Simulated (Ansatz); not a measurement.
## What each rung costs, and what it gives

Saddle point of ZnH4SO, singlet (ZnH₂SO ([OH][Zn][SH]) + H₂ → ZnH₂O ([OH][ZnH]) + H₂S (still joined by a long Zn–S bond); bonds formed: Zn1–H5, S2–H4; bonds broken: H4–H5; bonds weakened to dative contacts: Zn1–S2), PBE0-D4/def2-TZVP structure:

Zn1  (-0.051, 0.573, -0.234)
S2  (0.861, -1.425, 0.846)
O3  (-0.437, 1.168, -1.874)
H4  (0.318, 0.036, 1.452)
H5  (-0.112, 1.043, 1.406)
H6  (-0.375, -1.939, 0.969)
H7  (-0.204, 0.543, -2.564)
(Å)

Barriers are electronic and count from the start structure reached by relaxing down the imaginary mode.

Ansatz 0.2.0; basis: as named in each row; cores frozen in the correlated methods. The 3s and 3p shells of Cu and Zn are frozen; filled d shells are correlated. B3LYP uses VWN-RPA correlation. Extrapolation: Hartree–Fock as exp(−7.88 √X), correlation as X^−2.97.

Times are rough, for one single point on 4 threads of a shared host (Arm Neoverse V1).

The estimate by CCSD(T) at an estimated basis limit (MP2 extrapolated from triple and quadruple zeta, plus CCSD(T) − MP2 in triple zeta) is 159.3 kJ/mol.

```json
{"method": "HF", "basis": "STO-3G", "time (s)": "under 1", "barrier (kJ/mol)": "284.3", "method less estimate": "125.0"}
{"method": "SPW92", "basis": "def2-SVP", "time (s)": "under 1", "barrier (kJ/mol)": "82.1", "method less estimate": "-77.2"}
{"method": "PBE-D4", "basis": "def2-SVP", "time (s)": "under 1", "barrier (kJ/mol)": "109.4", "method less estimate": "-50.0"}
{"method": "B3LYP-D4", "basis": "6-31G", "time (s)": "under 1", "barrier (kJ/mol)": "161.4", "method less estimate": "2.1"}
{"method": "PBE0-D4", "basis": "def2-SVP", "time (s)": "under 1", "barrier (kJ/mol)": "122.5", "method less estimate": "-36.9"}
{"method": "SPW92", "basis": "def2-TZVPP", "time (s)": "under 1", "barrier (kJ/mol)": "98.7", "method less estimate": "-60.6"}
{"method": "PBE-D4", "basis": "def2-TZVPP", "time (s)": "1", "barrier (kJ/mol)": "126.9", "method less estimate": "-32.5"}
{"method": "BLYP-D4", "basis": "def2-TZVPP", "time (s)": "1", "barrier (kJ/mol)": "143.4", "method less estimate": "-15.9"}
{"method": "CCSD(T)", "basis": "def2-SVP", "time (s)": "2", "barrier (kJ/mol)": "144.6", "method less estimate": "-14.8"}
{"method": "BHLYP-D4", "basis": "def2-TZVPP", "time (s)": "2", "barrier (kJ/mol)": "163.0", "method less estimate": "3.6"}
{"method": "PBE0-D4", "basis": "def2-TZVPP", "time (s)": "2", "barrier (kJ/mol)": "137.7", "method less estimate": "-21.7"}
{"method": "B3LYP-D4", "basis": "def2-TZVPP", "time (s)": "2", "barrier (kJ/mol)": "150.3", "method less estimate": "-9.1"}
{"method": "CAM-B3LYP-D4", "basis": "def2-TZVPP", "time (s)": "2", "barrier (kJ/mol)": "154.3", "method less estimate": "-5.1"}
{"method": "PBE-D4", "basis": "STO-3G", "time (s)": "3", "barrier (kJ/mol)": "165.9", "method less estimate": "6.6"}
{"method": "r2SCAN-D4", "basis": "def2-TZVPP", "time (s)": "3", "barrier (kJ/mol)": "134.5", "method less estimate": "-24.8"}
{"method": "RPA on PBE", "basis": "def2-TZVPP", "time (s)": "3", "barrier (kJ/mol)": "154.1", "method less estimate": "-5.3"}
{"method": "B2PLYP", "basis": "def2-TZVPP", "time (s)": "3", "barrier (kJ/mol)": "156.9", "method less estimate": "-2.5"}
{"method": "r2SCAN0-D4", "basis": "def2-TZVPP", "time (s)": "4", "barrier (kJ/mol)": "143.0", "method less estimate": "-16.3"}
{"method": "PBE-QIDH", "basis": "def2-TZVPP", "time (s)": "4", "barrier (kJ/mol)": "150.4", "method less estimate": "-8.9"}
{"method": "wB97M-V", "basis": "def2-SVP", "time (s)": "4", "barrier (kJ/mol)": "135.7", "method less estimate": "-23.7"}
{"method": "wB97X-V", "basis": "def2-TZVPP", "time (s)": "5", "barrier (kJ/mol)": "157.6", "method less estimate": "-1.7"}
{"method": "B97M-V", "basis": "def2-TZVPP", "time (s)": "6", "barrier (kJ/mol)": "137.6", "method less estimate": "-21.7"}
{"method": "wB97M-V", "basis": "def2-TZVPP", "time (s)": "6", "barrier (kJ/mol)": "156.3", "method less estimate": "-3.0"}
{"method": "MP2", "basis": "def2-QZVPP", "time (s)": "11", "barrier (kJ/mol)": "163.5", "method less estimate": "4.1"}
{"method": "CCSD(T)", "basis": "def2-TZVPP", "time (s)": "43", "barrier (kJ/mol)": "156.3", "method less estimate": "-3.0"}
```

All methods are single points on the PBE0-D4 structures.

T1 diagnostic: at most 0.017.

Labels in which every atom is bracketed show which atoms are joined, not bond orders.
